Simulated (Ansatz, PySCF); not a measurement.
The Ansatz (a quantum-chemistry and plane-wave program) input:
Ansatz 0.2 input:
```yaml
crystal:
  periodic: [false, false, false]
  atoms:
    - {symbol: Cl, position_ang: [-0.00000000, -0.00000000, -1.28417300]}
    - {symbol: Cl, position_ang: [0.00000000, 0.00000000, 1.28417300]}
basis:
  gaussian:
    orbitals: def2-SVP
total_charge: -1
magnetization: {spin_polarized: true, initial_magnetization: 1}
correlation: {method: ccsd_t, electrons: outside_noble_gas}
accuracy: high
```

Problem. Write the same job for PySCF.

Solution. One answer among several that fit: 
```python
from pyscf import gto, scf, cc

mol = gto.Mole()
mol.atom = '''
    Cl   -0.00000000   -0.00000000   -1.28417300
    Cl    0.00000000    0.00000000    1.28417300
'''
mol.basis = 'def2-svp'
mol.charge = -1
mol.spin = 1
mol.verbose = 4
mol.build()

mf = scf.UHF(mol)
mf.kernel()

mycc = cc.CCSD(mf, frozen=10)
mycc.kernel()
et = mycc.ccsd_t()
print('E(CCSD(T)) = %.10f' % (mycc.e_tot + et))
```

Both were run: Ansatz gave -919.012872 Eh and PySCF -919.012872 Eh, 0.000 mEh apart.
